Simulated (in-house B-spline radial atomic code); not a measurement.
As is squeezed into an impenetrable sphere of radius R (the orbitals vanish at R). No spin polarisation. Computed with a radial B-spline atomic code at the basis-set limit: scalar-relativistic (X2C) PBE, spherical fractional occupations, Fermi nucleus of rms radius 4.0968 fm.

Energies in eV above the free atom in [Ar] 3d10 4s2 4p3:

```csv
R (bohr),highest level (eV),[Ar] 3d10 4s2 4p3,[Ar] 3d10 4s1 4p3 4f1,[Ne] 3s2 3p5 3d10 4s2 4p3 4f1
9.51,-5.17,0.009016,21.68,146.8
6.46,-4.66,0.3747,27.11,152.3
4.71,-2.29,3.501,37.8,162.4
4.16,-0.132,7.43,46.06,170.1
3.38,6.54,23.1,71.22,194.3
3,13.1,41.81,96.66,219.8
2.69,21.9,69.83,131.4,255.8
2.14,54.4,191.8,267,401.2
1.67,132,537.8,615.6,787.4
1.33,282,1329,1372,1636
```

(1) Does [Ar] 3d10 4s1 4p3 4f1 fall below [Ar] 3d10 4s2 4p3 under compression?

(2) Does [Ne] 3s2 3p5 3d10 4s2 4p3 4f1 fall below [Ar] 3d10 4s2 4p3 under compression?

The highest level is first positive in the row R = 3.38 bohr, pushed up by confinement above the zero of the free ion's potential. Each configuration is held fixed and needn't be the lowest in the sphere.

Answers

(1) No, it stays above over the whole range.

(2) No, it stays above over the whole range.
